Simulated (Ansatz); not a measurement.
`F[Si](F)(S)S` and `C[Si](F)(S)S` differ in one atom or group.

Ansatz, PBE0-D4/def2-TZVP geometries, multiplicity 1. Each molecule was computed in one conformer, which needn't be the lowest.

| property | `F[Si](F)(S)S` |
| --- | --- |
| HOMO energy (B3LYP/def2-TZVPP) / eV | -8.01 |
| LUMO energy (ωB97M-V/def2-TZVPP) / eV | 1.81 |
| size of the dipole moment (PBE/def2-TZVPP) / D | 1.49 |
| HOMO energy (PBE/def2-TZVPP) / eV | -6.99 |
| LUMO energy (B3LYP/def2-TZVPP) / eV | -0.35 |
| HOMO–LUMO gap (B3LYP/def2-TZVPP) / eV | 7.66 |

(1) Give the same properties after the change, and the shifts. (An estimate is asked.)

## Answers

(1) Computed: 
```
                                      property  `C[Si](F)(S)S`  shift
           HOMO energy (B3LYP/def2-TZVPP) / eV           -7.49   0.52
         LUMO energy (ωB97M-V/def2-TZVPP) / eV            1.90   0.09
size of the dipole moment (PBE/def2-TZVPP) / D            1.17  -0.32
             HOMO energy (PBE/def2-TZVPP) / eV           -6.49   0.50
           LUMO energy (B3LYP/def2-TZVPP) / eV           -0.16   0.19
         HOMO–LUMO gap (B3LYP/def2-TZVPP) / eV            7.34  -0.32
```

With PBE0 the HOMO rises by 0.52 eV and the LUMO rises by 0.20 eV, so the gap narrows by about 0.32 eV. PBE moves the HOMO by 0.50 eV and ωB97M-V by 0.52 eV. Dipoles are sizes alone; their direction can turn.

B3LYP here is the variant with VWN-RPA as its local correlation; programs differ in this.
